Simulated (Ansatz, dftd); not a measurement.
Reaction: LiCl (SMILES [Li][Cl]) → LiCl+ (parent SMILES [Li][Cl], doublet) + e-
Each species at its own B3LYP-D3(BJ)/def2-TZVP minimum (Ansatz, a first-principles code).

Wanted: adiabatic ionisation energy (electronic), in eV. Radicals and triplets start from unrestricted determinants; spin-orbit coupling is neglected. Correlated methods leave the cores frozen. No relativity. CBS(X,Y): correlation extrapolated as X^-3, Hartree-Fock from the larger set. A bracket is a step between two methods taken in the basis named. Double hybrids freeze cores in their MP2 part. Full CI freezes restricted core orbitals, also for open shells; the composite that ends in it estimates full CI at the basis-set limit. The spin of ClLi+ (parent SMILES [Li][Cl], doublet) was assumed, and the state is the lowest solution found for it.

Compared with CCSD(T)/CBS(def2-TZVPP,def2-QZVPP) + [CCSDT(Q) - CCSD(T)]/def2-QZVPP + [FCI - CCSDT(Q)]/def2-SVP (Ansatz): 9.78 eV.

Costs are rough ratios of core time, to one figure, on one kind of shared machine, summed over the single points of the molecules; atoms, geometries and frequencies are left out. The first row took roughly 4 core seconds; short runs hold start-up time.

| level | program | cost relative to the first row | difference (eV) |
|---|---|---|---|
| r2SCANh-D4/def2-TZVPD | Ansatz + dftd4 | 1 | -0.08 |
| r2SCANh/def2-TZVPD | Ansatz | 1 | -0.08 |
| B2PLYP-D3(BJ)/def2-TZVPD | Ansatz + dftd3 | 1 | -0.09 |
| B2GP-PLYP-D3(BJ)/def2-TZVPD | Ansatz + dftd3 | 1 | -0.10 |
| CCSDT(Q)/def2-QZVPP | Ansatz | 100 | -0.12 |
| CCSD(T)/CBS(def2-TZVPP,def2-QZVPP) + [CCSDT(Q) - CCSD(T)]/def2-QZVPP + [CCSDTQ - CCSDT(Q)]/def2-SVP | Ansatz | 200 | 0.00 |
| CCSD(T)/CBS(def2-TZVPP,def2-QZVPP) + [CCSDTQ - CCSD(T)]/def2-TZVPP | Ansatz | 700 | 0.00 |

The dearest row costs roughly 700 times the first. Costs within a factor of two don't rank. The table holds for this case alone.
